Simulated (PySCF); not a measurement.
C5H10Si, SMILES C#C[SiH2]CCC, GFN2-xTB optimised geometry.

```
16

C      2.81     1.58     0.00
C      1.60     1.58     0.00
Si    -0.25     1.58     0.00
C     -0.82    -0.21    -0.27
C     -2.34    -0.36    -0.27
C     -2.77    -1.80    -0.50
H      3.86     1.58     0.00
H     -0.71     2.08     1.30
H     -0.72     2.45    -1.09
H     -0.43    -0.59    -1.22
H     -0.40    -0.86     0.51
H     -2.77     0.27    -1.05
H     -2.74    -0.01     0.69
H     -2.41    -2.16    -1.46
H     -3.86    -1.89    -0.49
H     -2.38    -2.45     0.28
```

Density from B3LYP/def2-TZVP in PySCF at that geometry.

Minimum of the electron density along straight lines between bonded atoms, close to the bond critical point (lines longer than 1.1 times the sum of covalent radii, or with two minima, are not listed):

```
bond    length / Å  ρ at the minimum / e bohr⁻³  ∇²ρ there / e bohr⁻⁵  position (fraction from the first atom)
------  ----------  ---------------------------  --------------------  ---------------------------------------
C1–C2        1.202                        0.428                     ?                                     0.53
C2–Si3       1.851                        0.115                  0.29                                     0.61
Si3–C4       1.903                        0.120                  0.13                                     0.39
C4–C5        1.526                        0.245                 -0.60                                     0.50
C5–C6        1.525                        0.248                 -0.62                                     0.50
C1–H7        1.053                        0.300                 -1.15                                     0.66
Si3–H8       1.469                        0.125                  0.17                                     0.49
Si3–H9       1.469                        0.125                  0.17                                     0.49
C4–H10       1.093                        0.275                 -0.92                                     0.64
C4–H11       1.093                        0.275                 -0.92                                     0.64
C5–H12       1.093                        0.280                 -0.96                                     0.64
C5–H13       1.093                        0.280                 -0.96                                     0.64
C6–H14       1.088                        0.280                 -0.96                                     0.64
C6–H15       1.088                        0.280                 -0.96                                     0.64
C6–H16       1.088                        0.280                 -0.96                                     0.64
```

Question: What belongs in the gaps?

Answer: 
- C1–C2, ∇²ρ there / e bohr⁻⁵: -1.34
